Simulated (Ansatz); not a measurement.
An input meant for Si2W2 (charge 0, singlet; with a point charge).

```yaml
crystal:
  periodic: [false, false, false]
  atoms:
    - {symbol: W, position_ang: [0.077993, 0.579257, -1.130636]}
    - {symbol: W, position_ang: [0.916626, -0.813417, 0.343678]}
    - {symbol: Si, position_ang: [0.370917, 1.398038, 1.109643]}
    - {symbol: Si, position_ang: [-1.365527, -1.163868, -0.322685]}
basis:
  gaussian: {orbitals: def2-TZVPD, final_grid: {core_spheres: 8, valence_spheres: 7, degree: 23}, point_charges: [{charge: 0.50, position_ang: [4.739, 0.704, -0.512]}]}
magnetization: {spin_polarized: true, initial_magnetization: 0}
hamiltonian: {xc: {name: HF}}
correlation: {method: mp2, frozen_orbitals: {W: 9}}
scf: {omitted_lower_state_checks: [starts]}
```

```sh
$ ansatz run in.yaml --threads 4 --pin off --events-out ev --progress --plain --max-ram 3916MiB
```

Output, abridged:

```
Functional definition: HF
Error: "frozen_orbitals" has no count for Si
```

In this input frozen orbitals are typed for one element alone, and the program wants a count for each (the count typed has to fit that element's core, too). The input was rejected before any iteration.
